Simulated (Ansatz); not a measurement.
The cluster Hf₂O₅H₂, relaxed as a singlet with RKS r2SCAN-D4/def2-SVP in Ansatz, starting from the GFN2-xTB geometry. Force threshold 0.02 eV/Å.

In the def2 sets Hf takes a core potential; there is no spin–orbit coupling. The structure holds one bond between oxygen atoms, so isomers without such links may lie far lower. The relaxation made no stability test and no search for a lower SCF solution. The structure comes from a short search, and lower isomers may exist.

Start:

```
atom   x (Å)   y (Å)   z (Å)
 Hf1  -1.123   0.913  -0.696
 Hf2   0.603  -0.686   1.122
  O3  -2.461   1.989  -1.379
  O4  -0.989  -0.905  -0.110
  O5   2.177  -1.578   0.502
  O6   0.428   1.193   0.391
  O7  -1.470   1.579  -2.379
  H8   2.570  -1.625  -0.377
  H9   0.266  -0.881   2.924
```

**Question.** Estimate the energy that the relaxation releases and the steps that it takes.

**Answer.** 0.90 eV, in 10 steps; 30 s on 4 threads of Arm Neoverse V2 on a shared host. No frequencies were taken in this run, so the end may be a saddle point.

**Question.** Does the start keep its bonding and symmetry?

**Answer.** By distances, no bond broke or formed. The bond that changes most is Hf1–O3, from 1.85 to 2.01 Å (atoms count from 1). Point group Cs at the start, Cs at the end, both within 0.05 Å.

**Question.** Predict the relaxed structure.

**Answer.** 
```xyz
9

Hf   -1.4192    1.0507   -0.4040
Hf    0.6175   -0.6525    0.9807
O    -2.5149    2.1030   -1.7145
O    -1.1112   -0.8628    0.0498
O     2.1972   -1.5450    0.2939
O     0.3077    1.2526    0.5661
O    -1.2902    1.4217   -2.2899
H     2.8821   -1.8595   -0.2990
H     0.3311   -0.9082    2.8169
```
Bond lengths (bridged metal pairs left out): 7 × Hf–O 1.93 to 2.01 Å; 1 × O–O 1.51 Å; 1 × H–Hf 1.88 Å; 1 × H–O 0.96 Å.
